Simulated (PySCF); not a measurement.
C₆ coefficients of unlike pairs at PBE

Calculated with PySCF 2.14 from the dipole response of each species, C₆(A,B) = (3/π) ∫ α_A(iu) α_B(iu) du, in atomic units, from isotropic polarisabilities. For ions this is the dispersion term alone; charge-induced terms of lower order in 1/R come first.

```csv
species,configuration,basis,relativity,α (bohr³),C₆ (like pair)
Cu⁺,[Ar] 3d10 (1S),aug-cc-pVTZ-PP with ECP10MDF (6s6p5d3f2g),core potential,7.072,21.35
Au²⁺,[Xe] 4f14 5d9 (2D),"aug-cc-pVTZ-PP with one added diffuse shell each of s, p, d, f, g type with ECP60MDF (7s7p6d4f3g)",core potential,9.001,58.83
K⁺,[Ar] (1S),aug-cc-pVTZ-X2C (7s6p4d2f),spin-free X2C,5.033,19.02
Tc,[Kr] 4d5 5s2 (6S),def2-TZVPPD with the def2 core potential (28 electrons) (6s4p3d2f1g),core potential,82.89,894.8
```

Question: Estimate C₆ for Au²⁺ with Cu⁺.

Answer: The integral gives 34.99. The combination rule 2 C_A C_B / (C_A α_B/α_A + C_B α_A/α_B) gives 34.22 and the geometric mean 35.44.

No spin-orbit coupling is included.

The other pairs:

| pair | C₆ |
| --- | --- |
| Tc, Cu⁺ | 120.0 |
| K⁺, Cu⁺ | 19.74 |
| Tc, Au²⁺ | 181.2 |
| Tc, K⁺ | 103.3 |
| K⁺, Au²⁺ | 33.31 |
